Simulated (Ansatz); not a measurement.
Program: Ansatz. Geometries: PBE0-D4/def2-TZVP. ΔE: electronic, gas phase. CBS: MP2 limit from def2 TZ/QZ plus the TZ coupled-cluster correction, frozen cores. This one scheme is used for every species. Functionals use def2-TZVPP. B3LYP here is the variant with VWN-RPA as its local correlation; programs differ in this. For Ge outer-core shells are correlated without core-valence functions, which leaves a few kJ/mol of doubt a bond. Scalar relativity is left out up to krypton. One conformer a species, not always the lowest.

`C[N]([SiH2]Cl)[GeH2][Cl]` + `O[SiH](Cl)Cl` → `Cl[SiH2]O[SiH](Cl)Cl` + `C[NH][GeH2][Cl]`  (ligand exchange at the Si–N bond)

| level | ΔE (kJ/mol) | difference from CCSD(T)/CBS |
| --- | --- | --- |
| PBE-D4 | -40.4 | 5.3 |
| r2SCAN-D4 | -47.5 | -1.8 |
| PBE0-D4 | -43.2 | 2.5 |
| B3LYP-D4 | -49.8 | -4.1 |
| ωB97X-V | -47.3 | -1.6 |
| ωB97M-V | -45.6 | 0.1 |
| B2PLYP | -50.1 | -4.4 |
| PBE | -43.0 | 2.7 |
| r2SCAN | -48.2 | -2.5 |
| PBE0 | -45.3 | 0.4 |
| B3LYP | -54.0 | -8.3 |
| HF/def2-TZVPP | -65.3 | -19.6 |
| MP2/def2-TZVPP | -41.7 | 4.0 |
| SCS-MP2/def2-TZVPP | -46.5 | -0.8 |
| CCSD/def2-TZVPP | -47.6 | -1.9 |
| CCSD(T)/def2-TZVPP | -44.3 | 1.4 |
| HF/def2-QZVPP | -66.9 | -21.2 |
| MP2/def2-QZVPP | -43.1 | 2.6 |
| SCS-MP2/def2-QZVPP | -47.8 | -2.1 |
| HF/CBS(def2) | -67.1 | -21.4 |
| MP2/CBS(def2) | -43.1 | 2.6 |
| CCSD/CBS(def2) | -49.1 | -3.4 |
| CCSD(T)/CBS | -45.7 | 0 |

Largest T1 diagnostic among the species: 0.011.

The D4 term adds +4.2 kJ/mol with B3LYP and +2.1 kJ/mol with PBE0; it sums over pairs of atoms, weighted by their polarisabilities, and B3LYP, whose exchange is more repulsive, gets the larger term. In def2-TZVPP, CCSD(T) changes the Hartree–Fock value by +21.0 kJ/mol (the triples alone add +3.3 kJ/mol) and MP2 by +23.6 kJ/mol.
